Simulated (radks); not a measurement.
Results of a calculation; reference values are marked as such.
All-electron atom: Tl II in [Hg] (the NIST ground configuration).

Code: a radial shooting solver on a logarithmic mesh with Libxc functionals. Model: Dirac Kohn-Sham, PBE, spin-unpolarised, spherical densities, point nucleus.

Energy parts (hartree):
total: -20288.6656
kinetic: 23520.4450
electron-nucleus: -51257.8926
Hartree: 7830.5446
exchange-correlation: -381.7626

Orbitals (lengths in bohr, moments of r in powers of bohr):
orbital  occ.  eigenvalue (hartree)   <1/r>  small-component weight
1s1/2       2             -3141.985   99.55                9.53e-02
2s1/2       2             -559.1545   24.56                2.19e-02
2p1/2       2             -536.6483   24.49                2.20e-02
2p3/2       4             -460.7237   19.69                1.94e-02
3s1/2       2             -133.6516   9.006                7.36e-03
3p1/2       2             -123.5251   8.913                7.30e-03
3p3/2       4             -106.6453   7.658                6.55e-03
3d3/2       4             -89.98022   7.557                6.44e-03
3d5/2       6             -86.37642   7.276                6.24e-03
4s1/2       2             -30.03662   3.819                2.52e-03
4p1/2       2             -25.67711   3.708                2.42e-03
4p3/2       4             -21.57343   3.274                2.13e-03
4d3/2       4             -14.47137   3.075                1.93e-03
4d5/2       6             -13.70596   2.976                1.86e-03
5s1/2       2              -5.06890   1.571                6.62e-04
4f5/2       6              -4.53927   2.625                1.49e-03
4f7/2       8              -4.37028   2.587                1.46e-03
5p1/2       2              -3.60775   1.446                5.74e-04
5p3/2       4              -2.86515   1.285                4.83e-04
5d3/2       4              -0.88536  0.9757                2.89e-04
5d5/2       6              -0.80425  0.9358                2.68e-04
6s1/2       2              -0.59942  0.5352                9.09e-05

The highest occupied level is 6s1/2 at -16.311 eV. The density falls to 0.001 e/bohr^3 at r = 3.96 bohr. For comparison, the ionisation energy in NIST's Atomic Spectra Database is 20.428 eV (measured). In exact Kohn-Sham theory the highest level is minus the ionisation energy, but local and semilocal functionals leave it too shallow, through self-interaction and a potential that decays too fast; potentials with the right tail come closer.
